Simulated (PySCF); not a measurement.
CH4BFO. Atoms are numbered in the order given.

```xyz
8

B     -0.0075     0.0565     0.0000
F      1.2198     0.6018     0.0000
C     -0.1710    -1.4969     0.0000
H      0.3294    -1.9297     0.8814
H     -1.2230    -1.8103     0.0000
H      0.3294    -1.9297    -0.8814
O     -1.0685     0.8917     0.0000
H     -0.8025     1.8188     0.0000
```

The structure is a stationary point at PBE0-D3(BJ)/def2-SVP. One conformer was computed; it need not be the lowest.

Computed with HF/def2-TZVPD in PySCF.

Isolated molecule, no solvent.

| Property | Result |
|---|---|
| total energy | -239.42319 hartree |
| point group | Cs |
| highest occupied level | -13.77 eV |
| lowest empty level | 1.22 eV |
| orbital gap | 14.98 eV |
| dipole moment | 0.072 e·Å |
| quadrupole, principal values (traceless, Buckingham form, about the centre of nuclear charge) | -7.01, 1.28, 5.73 D·Å |
| mean static polarisability | 29.1 bohr³ (4.32 Å³) |
| polarisability, principal values | 25.6, 28.8, 33.0 bohr³ |
